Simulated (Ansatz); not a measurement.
# The standard entropy of C2HClF4 (1,1,1,2-tetrafluorochloroethane) from a frequency calculation

A singlet with charge 0, relaxed at HF/6-31G* (Cartesian functions) (Ansatz 0.2.0):

```xyz
8

F    -0.9961   -0.9719    1.0250
C    -0.0221   -0.7453    0.1353
Cl    1.5299   -1.2122    0.8164
C    -0.0597    0.7348   -0.2163
F     0.8479    1.0126   -1.1272
F     0.1431    1.4939    0.8321
F    -1.2458    1.0187   -0.7147
H    -0.1973   -1.3306   -0.7505
```

Harmonic wavenumbers in cm⁻¹: 81, 202, 256, 349, 413, 488, 574, 625, 760, 898, 980, 1258, 1330, 1403, 1468, 1476, 1574, 3363.

Masses in u: F 18.998, C 12.011, Cl 35.45, H 1.008. Take T = 298.15 K, p = 1 bar, R = 8.3145 J/(mol K), kT/hc = 207.22 cm⁻¹, rigid rotor and harmonic oscillator.

Q: Work out S° at 298 K.

A: 
1. Translation (Sackur–Tetrode): S = R[3/2 ln M + 5/2 ln T − 1.1517] with M = 136.472 gives 170.2 J/(mol K).
2. Rotation: principal moments 154.760, 283.084, 346.158 u Å² give A, B, C = 0.1089, 0.0595, 0.0487 cm⁻¹; the symmetry number is σ = 1; q = (√π/σ)√((kT/hc)³/ABC) = 297636; S = R(ln q + 3/2) = 117.3.
3. Vibration: with u = ν̃/207.22, each mode gives R[u/(eᵘ − 1) − ln(1 − e⁻ᵘ)]; the sum is 50.0, most from 81 cm⁻¹ (16.2), 202 cm⁻¹ (8.8), 256 cm⁻¹ (7.1).
4. Spin and the two mirror images of this shape: R ln 2 = 5.8.
5. Sum: 170.2 + 117.3 + 50.0 + 5.8 = 343.3 J/(mol K).

No measured value is set beside it here. Where a soft mode is a torsion, a harmonic oscillator describes it poorly. Unscaled Hartree–Fock wavenumbers run high.
